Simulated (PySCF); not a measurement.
Al(H)2(NH2) (AlH₄N), SMILES [NH2][AlH2].

Geometry: B3LYP-D3(BJ)/def2-TZVP.

Calculation: B3LYP-D3(BJ)/def2-TZVP (PySCF).

Frequencies are harmonic and unscaled.

Computed vibrational spectrum:
```json
[
 {"mode": "1", "ν (cm⁻¹)": "431", "IR (km/mol)": "22.1", "Raman (Å⁴/amu)": "2.2", "depolarisation": "0.75", "moving atoms (share of kinetic energy)": "H 97 %"},
 {"mode": "2", "ν (cm⁻¹)": "452", "IR (km/mol)": "231.2", "Raman (Å⁴/amu)": "1.0", "depolarisation": "0.75", "moving atoms (share of kinetic energy)": "H 78 %, N 21 %"},
 {"mode": "3", "ν (cm⁻¹)": "496", "IR (km/mol)": "0.0", "Raman (Å⁴/amu)": "2.4", "depolarisation": "0.75", "moving atoms (share of kinetic energy)": "H 100 %"},
 {"mode": "4", "ν (cm⁻¹)": "610", "IR (km/mol)": "142.5", "Raman (Å⁴/amu)": "0.1", "depolarisation": "0.75", "moving atoms (share of kinetic energy)": "H 88 %, Al 11 %"},
 {"mode": "5", "ν (cm⁻¹)": "741", "IR (km/mol)": "130.3", "Raman (Å⁴/amu)": "2.6", "depolarisation": "0.75", "moving atoms (share of kinetic energy)": "H 74 %, N 18 %"},
 {"mode": "6", "ν (cm⁻¹)": "760", "IR (km/mol)": "59.6", "Raman (Å⁴/amu)": "9.8", "depolarisation": "0.68", "moving atoms (share of kinetic energy)": "H 78 %, N 19 %"},
 {"mode": "7", "ν (cm⁻¹)": "830", "IR (km/mol)": "210.5", "Raman (Å⁴/amu)": "15.2", "depolarisation": "0.04", "moving atoms (share of kinetic energy)": "Al 36 %, N 35 %, H 29 %"},
 {"mode": "8", "ν (cm⁻¹)": "1575", "IR (km/mol)": "46.7", "Raman (Å⁴/amu)": "2.1", "depolarisation": "0.52", "moving atoms (share of kinetic energy)": "H 90 %, N 10 %"},
 {"mode": "9", "ν (cm⁻¹)": "1943", "IR (km/mol)": "84.4", "Raman (Å⁴/amu)": "226.4", "depolarisation": "0.09", "moving atoms (share of kinetic energy)": "H 98 %"},
 {"mode": "10", "ν (cm⁻¹)": "1948", "IR (km/mol)": "271.8", "Raman (Å⁴/amu)": "30.5", "depolarisation": "0.75", "moving atoms (share of kinetic energy)": "H 95 %"},
 {"mode": "11", "ν (cm⁻¹)": "3566", "IR (km/mol)": "17.4", "Raman (Å⁴/amu)": "143.6", "depolarisation": "0.10", "moving atoms (share of kinetic energy)": "H 96 %"},
 {"mode": "12", "ν (cm⁻¹)": "3650", "IR (km/mol)": "21.9", "Raman (Å⁴/amu)": "72.9", "depolarisation": "0.75", "moving atoms (share of kinetic energy)": "H 91 %, N 8 %"}
]
```
